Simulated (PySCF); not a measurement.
## Bond length, frequency and bond energy of AsSe by level of theory

State: ²Π (doublet), unpaired electrons π ↑. Set-up: PySCF, spin-free X2C with a Gaussian nucleus, basis sets As x2c-TZVPPall, Se x2c-TZVPPall. De refers to As + Se in their high-spin ground configurations, without counterpoise correction. The functionals are run spin-unrestricted. A positive dipole means As(−)Se(+). Levels whose curve was spin-contaminated or gave no clean fit are not listed.

| Level | Re (Å) | ωe (cm⁻¹) | De (eV) | μ (D) |
| --- | --- | --- | --- | --- |
| UHF-CCSD | 2.143 | 422 | 2.86 | n/a |
| LDA | 2.141 | 406 | 4.80 | -0.65 |
| PBE | 2.168 | 392 | 3.87 | -0.73 |
| PW91 | 2.167 | 392 | 3.91 | -0.73 |
| r²SCAN | 2.145 | 412 | 3.58 | -0.77 |
| PBE0 | 2.138 | 421 | 3.42 | -0.86 |
| ωB97M-V | 2.124 | 438 | 3.27 | -0.99 |

The bond length runs from 2.124 Å (ωB97M-V) to 2.168 Å (PBE). De spans 2.86 eV (UHF-CCSD, coupled cluster) to 4.80 eV (LDA, local density).

Correlated steps freeze 18 core orbitals. Spin–orbit coupling is left out. Counting both spins, an empty level lies below a filled one in some of these solutions, because spin and occupation are held. The state was picked by a PBE0 search and need not be the measured ground state.

The whole job (state search and all levels along the bond) took about 27 min on 2 threads of Arm Neoverse V1 (shared host), peak memory 3.2 GiB.
